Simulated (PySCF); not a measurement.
An equivalent PySCF input for Ge (germanium, neutral), [Ar] 3d10 4s2 4p2, high-spin 3P determinant, with no relativity, point nucleus:

```python
from pyscf import gto, scf, dft, mp, cc
import basis_set_exchange as bse
mol = gto.M(atom="Ge 0 0 0", charge=0, spin=2, symmetry="D2h",
            basis=gto.basis.parse(bse.get_basis("6-31G*", elements=["Ge"], fmt="nwchem", header=False)))
mf = scf.UHF(mol)
mf.irrep_nelec = {'Ag': (6, 6), 'B1g': (1, 1), 'B2g': (1, 1), 'B3g': (1, 1), 'B1u': (3, 2), 'B2u': (3, 2), 'B3u': (2, 2)}
mf.kernel()
```

It reaches the same state as the run whose output follows, and the same energy. The run itself started from symmetry-adapted Hartree-Fock orbitals and held the occupation by maximum overlap, so the iterations belong to that start.

```
SCF conv_tol = 1e-09
number electrons alpha = 17  beta = 15
cycle= 1 E= -2075.03533621867  delta_E= -0.00254  |g|= 0.0169  |ddm|= 0.0569
cycle= 2 E= -2075.0356530407  delta_E= -0.000317  |g|= 0.00609  |ddm|= 0.0204
cycle= 3 E= -2075.03570103929  delta_E= -4.8e-05  |g|= 0.000381  |ddm|= 0.012
cycle= 4 E= -2075.03570122558  delta_E= -1.86e-07  |g|= 0.000189  |ddm|= 0.00123
cycle= 5 E= -2075.03570126525  delta_E= -3.97e-08  |g|= 4.5e-05  |ddm|= 0.000685
cycle= 6 E= -2075.03570126965  delta_E= -4.4e-09  |g|= 4.9e-06  |ddm|= 0.000328
cycle= 7 E= -2075.03570126968  delta_E= -2.91e-11  |g|= 4.63e-07  |ddm|= 2.64e-05
converged SCF energy = -2075.03570126968  <S^2> = 2.0079536  2S+1 = 3.0052978
```
